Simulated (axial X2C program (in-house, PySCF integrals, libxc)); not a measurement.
Outer orbitals of BaC at 2.489 Å, HF

All values were computed with an axial X2C code built on PySCF integrals. Spin-free means the one-electron spin-free X2C Hamiltonian; two-component (2c) means X2C with spin–orbit coupling and atomic mean-field two-electron Coulomb and Gaunt terms, so the difference of the two also holds small scalar two-electron terms. Basis: Ba dyall-cv3z [14s14p9d5f1g], C dyall-v3z [7s6p2d1f] (cores contracted in-house); Gaussian nuclei, density fitting, unrestricted open shells. Masses: Ba 137.905 u, C 12.000 u.

The distance is close to the 2c PBE0 minimum; the highest filled and lowest empty levels are listed.

Spin-free orbitals, state M_S = 2, Λ = 0 (beyond evenly filled blocks: 2 × σα, π+α, π-α) (Löwdin shares):

```
symmetry  occupied  ε (eV)             atomic character
      σα       yes  -25.29    75% Ba p, 18% C s, 3% C p
     π-α       yes  -24.08                     99% Ba p
     π+α       yes  -24.08                     99% Ba p
     π+β       yes  -23.83                    100% Ba p
     π-β       yes  -23.83                    100% Ba p
      σβ       yes  -23.82     94% Ba p, 3% C p, 2% C s
      σα       yes  -20.68   60% C s, 24% Ba p, 8% Ba d
      σβ       yes  -12.73   69% C s, 12% Ba d, 9% Ba p
      σα       yes   -9.68   82% C p, 10% Ba d, 4% Ba p
     π+α       yes   -9.35    85% C p, 9% Ba d, 4% Ba f
     π-α       yes   -9.35    85% C p, 9% Ba d, 4% Ba f
      σα       yes   -4.63  80% Ba s, 15% Ba p, 4% Ba d
      σβ        no    0.06  84% Ba s, 14% Ba p, 2% Ba d
     π-α        no    0.16            95% Ba p, 5% Ba d
     π+α        no    0.16            95% Ba p, 5% Ba d
      σα        no    0.59  80% Ba p, 13% Ba d, 5% Ba s
```

Spinors with spin–orbit coupling (state Ω = 2):

| ω | occupied | ε (eV) | atomic character | λ mixture |
| --- | --- | --- | --- | --- |
| 1/2 | yes | -25.91 | 87% Ba p, 9% C s, 2% C p | 67% σ, 33% π |
| -1/2 | yes | -25.48 | 98% Ba p | 72% π, 28% σ |
| 1/2 | yes | -24.06 | 85% Ba p, 12% C s | 65% π, 35% σ |
| 3/2 | yes | -23.35 | 99% Ba p | 100% π |
| -1/2 | yes | -23.19 | 95% Ba p, 2% C p, 2% C s | 72% σ, 28% π |
| -3/2 | yes | -23.09 | 100% Ba p | 100% π |
| 1/2 | yes | -20.60 | 57% C s, 27% Ba p, 7% Ba d | 98% σ, 2% π |
| -1/2 | yes | -12.73 | 68% C s, 12% Ba d, 9% Ba p | 100% σ |
| 1/2 | yes | -9.68 | 82% C p, 10% Ba d, 4% Ba p | 100% σ |
| -1/2 | yes | -9.35 | 85% C p, 9% Ba d, 4% Ba f | 100% π |
| 3/2 | yes | -9.35 | 85% C p, 9% Ba d, 4% Ba f | 100% π |
| 1/2 | yes | -4.64 | 80% Ba s, 15% Ba p, 5% Ba d | 100% σ |
| -1/2 | no | 0.06 | 84% Ba s, 14% Ba p, 2% Ba d | 100% σ |
| -1/2 | no | 0.14 | 94% Ba p, 5% Ba d | 100% π |
| 3/2 | no | 0.18 | 95% Ba p, 5% Ba d | 100% π |
| 1/2 | no | 0.59 | 80% Ba p, 12% Ba d, 5% Ba s | 95% σ, 5% π |

Mulliken charges and populations of the two-component result (they depend on the basis, above all on diffuse functions):

Ba 0.69 e (s 10.84 p 24.13 d 20.30 f 0.04), C -0.69 e (s 3.92 p 2.76 d 0.01). ⟨Lz⟩ = 0.00 ħ and ⟨Sz⟩ = 2.00 ħ (0.60 and 1.40 on the two atoms), which add up to Ω.

The state is a single determinant with fixed occupations, the lowest that a limited PBE0 search found. PBE0 can misorder states that lie within some tenths of an eV, so this need not be the ground state of the molecule. The nearest other spin-free determinant of the search, M_S = 1, Λ = 0, lies 0.04 eV up at the distance of the search. The spin of this state cannot come from the lowest atoms; the curve heads to a higher limit, and no De is given. With several unpaired electrons one determinant need not be a pure state. A state of lower Ω lies just above, and one determinant can place such states too high, so the state shown need not be the lowest. The search has Ω = 1 only 0.04 eV up. Open-shell Ω = 0 determinants with evenly filled partner blocks cannot be reached by this program, so the Ω shown need not be the lowest component.
